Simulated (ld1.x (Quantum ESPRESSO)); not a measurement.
**aluminium (Al): variants of one RRKJ potential**

Base potential:

ld1.x (Quantum ESPRESSO) 7.5 input, shortened:

```
&input
   title='Al', zed=13., rel=1, dft='BP', iswitch=3,
   config='[Ne] 3s2 3p1'
 /
 &inputp
   pseudotype=2, tm=.false., rho0=0.02, lloc=1,
   nlcc=.false.
 /
2
2S  1  0   2.00   0.00  0.75  0.75  0.0
2P  2  1   6.00   0.00  0.80  0.80  0.0
 &test
   configts(1)='2s2 2p6 3s2 3p1'
 /
```

Occupied shells without a wave of their own: 3p, 3s. They enter only through the test configuration that unscreens the potential.

Cutoffs, loose and tight: the cutoffs (Ry, on a coarse ladder) from which the occupation-weighted sum of valence levels, in a spherical-Bessel basis at the reference potential, stays within 10 and 1 mRy of its value at 400 Ry. They do not see the model core or the augmentation charge, which bear on the density cutoff. Test errors are all-electron minus pseudo excitation energies from the reference, over the configurations 2s2 2p6 3s2 3p0; 2s2 2p6 3s1 3p0; 2s2 2p6 3s0 3p0; 2s1 2p6 3s2 3p1; 2s2 2p6 3s1 3p1; 2s2 2p6 3s2 3p0.5; 2s2 2p6 3s2 3p1.3. A dash means not determined; rows that change the core or the reference have their own tests.

| change | outcome | cutoff, loose | cutoff, tight | bound ghosts | largest test error (meV) |
| --- | --- | --- | --- | --- | --- |
| base | generated | 300 Ry | over 300 Ry | none | +593 |
| wave 2p (bound): rc 0.80 bohr becomes 2p (bound): rc 1.10 bohr | generated, misses its reference levels by 0.45 eV | 300 Ry | over 300 Ry | none | +2428 |
| all radii scaled by about 0.83 (s 0.62, p 0.66 bohr) | generated | over 300 Ry | over 300 Ry | none | +153 |
| type TM; rho0 0 | generated | 260 Ry | over 300 Ry | none | +351 |
| reference 2s2 2p6 3s1.75 3p1.25 | generated | 300 Ry | over 300 Ry | none | +276 |
| local potential the s channel | generated | 230 Ry | 300 Ry | none | -390 |
| functional LDA (PZ) | generated | 300 Ry | over 300 Ry | none | +620 |
| core [Ne], valence charge 3; reference 3s1 3p0; waves now 3s (bound): rc 1.50 bohr; 3p (bound): rc 2.25 bohr; local potential all-electron potential smoothed inside 1.50 bohr (lloc = -1) | failed: compute_chi: n is too large | – | – | – | – |
| wave 2s (bound): rc 0.75 bohr becomes 2s (bound): rc 0.60 bohr | generated | over 300 Ry | over 300 Ry | none | +518 |
| core [Ne], valence charge 3; reference 3s2 3p1; waves now 3p (bound): rc 1.90 bohr; 3s (bound): rc 1.65 bohr; local potential the s channel; core correction Bessel-smoothed model core inside 0.80 bohr | generated | 10 Ry | 30 Ry | none | +9.4 |
| reference 2s2 2p6 3s2 3p0 | generated | 300 Ry | over 300 Ry | none | +412 |
| wave 2p (bound): rc 0.80 bohr becomes 2p (bound): rc 0.54 bohr | generated | over 300 Ry | over 300 Ry | none | +115 |
| functional PBE | generated | 300 Ry | over 300 Ry | none | +595 |
